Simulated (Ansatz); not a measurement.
# Cost against result

Saddle point of SnAsNH8, closed shell (SnNH₅ ([NH2][SnH3]) + AsH₃ → SnAsH₅ ([AsH2][SnH3]) + NH₃; bonds formed: Sn1–As7, N2–H6; bonds broken: Sn1–N2, H6–As7), PBE0-D4/def2-TZVP structure:

Sn1  (-0.715, -0.366, -1.133)
N2  (1.239, 0.228, -0.492)
H3  (-0.359, -0.809, -2.750)
H4  (-1.187, -1.704, -0.221)
H5  (-1.675, 1.022, -1.086)
H6  (0.942, 0.485, 0.613)
As7  (-0.075, 0.672, 2.350)
H8  (1.929, -0.520, -0.519)
H9  (1.619, 1.032, -0.988)
H10  (-1.470, 0.801, 1.729)
H11  (-0.247, -0.841, 2.497)
(Å)

Barriers are electronic and count from the start structure reached by relaxing down the imaginary mode.

Computed with Ansatz 0.2.0 (basis: as named in each row); correlated methods freeze the cores. Filled d shells of the heavier atoms are correlated. Core potentials replace the inner electrons of the atoms past krypton. The def2 sets are not built for correlating such inner shells, so the correlated values are less sure here. B3LYP uses VWN-RPA correlation. Extrapolation: Hartree–Fock as exp(−7.88 √X), correlation as X^−2.97.

Times are rough, for one single point on 8 threads of a shared host (Intel Xeon).

The estimate by CCSD(T) at an estimated basis limit (MP2 extrapolated from triple and quadruple zeta, plus CCSD(T) − MP2 in triple zeta) is 87.0 kJ/mol.

| method | basis | time (s) | barrier (kJ/mol) | method less estimate |
| --- | --- | --- | --- | --- |
| SPW92 | def2-SVP | 2 | 31.7 | -55.4 |
| SPW92 | def2-TZVPP | 2 | 38.5 | -48.5 |
| PBE-D4 | def2-SVP | 2 | 55.3 | -31.7 |
| PBE-D4 | def2-TZVPP | 2 | 60.5 | -26.5 |
| BLYP-D4 | def2-TZVPP | 3 | 71.5 | -15.5 |
| BHLYP-D4 | def2-TZVPP | 3 | 92.4 | 5.4 |
| PBE0-D4 | def2-SVP | 3 | 66.5 | -20.6 |
| PBE0-D4 | def2-TZVPP | 4 | 71.8 | -15.3 |
| B3LYP-D4 | def2-TZVPP | 4 | 80.3 | -6.7 |
| r2SCAN-D4 | def2-TZVPP | 4 | 71.8 | -15.2 |
| CAM-B3LYP-D4 | def2-TZVPP | 4 | 90.6 | 3.5 |
| r2SCAN0-D4 | def2-TZVPP | 5 | 77.7 | -9.3 |
| B2PLYP | def2-TZVPP | 7 | 89.2 | 2.2 |
| B97M-V | def2-TZVPP | 8 | 91.7 | 4.6 |
| wB97X-V | def2-TZVPP | 8 | 95.0 | 8.0 |
| PBE-QIDH | def2-TZVPP | 8 | 83.4 | -3.6 |
| RPA on PBE | def2-TZVPP | 8 | 102.5 | 15.5 |
| wB97M-V | def2-SVP | 8 | 79.7 | -7.4 |
| wB97M-V | def2-TZVPP | 8 | 88.0 | 1.0 |
| CCSD(T) | def2-SVP | 13 | 97.0 | 9.9 |
| MP2 | def2-QZVPP | 40 | 83.4 | -3.6 |
| CCSD(T) | def2-TZVPP | 170 | 94.5 | 7.5 |

All methods are single points on the PBE0-D4 structures.

No T1 diagnostic of these runs exceeds 0.014.

Labels in which every atom is bracketed show which atoms are joined, not bond orders.
